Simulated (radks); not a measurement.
The numbers below are computed, except where a source is named.
Zn10+, 20 electrons, occupied as [Ar] 3d2. Code: a radial shooting solver on a logarithmic mesh with Libxc functionals. Model: scalar-relativistic Kohn-Sham, PBE, spin-polarised, spherical densities, point nucleus; open shells are filled with parallel spins first.

Radial electron density D(r) = 4 pi r^2 rho(r):

```
   r/bohr * D(r) (the largest magnitude, 42.4, reaches the edge; | marks zero)
 0.003309 |  *
 0.003701 |   *
  0.00414 |    *
 0.004668 |     *
 0.005221 |      *
 0.005839 |       *
 0.006531 |         *
 0.007306 |          *
 0.008171 |            *
 0.009213 |               *
  0.01031 |                  *
  0.01153 |                    *
  0.01289 |                        *
  0.01442 |                           *
  0.01613 |                              *
  0.01819 |                                  *
  0.02034 |                                     *
  0.02275 |                                         *
  0.02545 |                                           *
  0.02846 |                                             *
  0.03209 |                                              *
   0.0359 |                                               *
  0.04015 |                                              *
  0.04491 |                                             *
  0.05023 |                                           *
  0.05618 |                                         *
  0.06335 |                                       *
  0.07085 |                                      *
  0.07925 |                                      *
  0.08864 |                                       *
  0.09915 |                                          *
   0.1109 |                                              *
    0.125 |                                                  *
   0.1399 |                                                     *
   0.1564 |                                                      *
    0.175 |                                                     *
   0.1957 |                                                *
   0.2207 |                                          *
   0.2468 |                                  *
   0.2761 |                           *
   0.3088 |                      *
   0.3454 |                    *
   0.3863 |                    *
   0.4356 |                      *
   0.4872 |                        *
   0.5449 |                        *
   0.6095 |                       *
   0.6817 |                    *
   0.7625 |               *
   0.8597 |          *
   0.9616 |      *
    1.076 |   *
    1.203 | *
    1.346 |*
    1.505 *
    1.697 *
    1.898 *
    2.123 *
```

D(r) has 3 maxima, at r = 0.0353, 0.155, 0.536 bohr, and minima at 0.0743, 0.362 bohr, inside which lie 2.09, 10.60 electrons.
